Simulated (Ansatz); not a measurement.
C2H5Ge, SMILES `C=[CH][GeH2]` radical, relaxed with UKS PBE0-D4/def2-TZVP in the Gaussian-basis code of Ansatz from a PBE-D4/def2-SVP geometry. The force threshold is 0.005 eV/Å; the program also tests the step.

Charge 0, multiplicity 2.

Start:

```xyz
8

C     0.266   -0.915    1.012
C    -0.444    0.089    0.446
Ge   -0.292    0.613   -1.406
H     0.121   -1.209    2.067
H     1.034   -1.476    0.451
H    -1.211    0.604    1.053
H     1.072    0.157   -2.007
H    -0.545    2.136   -1.616
```

Problem. By how much does the energy fall, and how many steps does the optimiser take? (Estimate.)

Solution. Ansatz gave: 0.78 kcal/mol, in 5 steps, 1 of them rejected.

Problem. Which bonds change most? (Best estimate.)

Solution. Ansatz gave: C1–C2 from 1.354 to 1.334 Å; C1–H5 from 1.104 to 1.086 Å; C1–H4 from 1.104 to 1.086 Å; C2–H6 from 1.105 to 1.088 Å.

Problem. Give the relaxed structure. (Estimate.)

Solution. Computed: 
```xyz
8

C     0.265   -0.899    1.002
C    -0.447    0.084    0.449
Ge   -0.289    0.610   -1.391
H     0.122   -1.197    2.037
H     1.026   -1.441    0.448
H    -1.207    0.583    1.046
H     1.051    0.142   -1.994
H    -0.521    2.119   -1.599
```
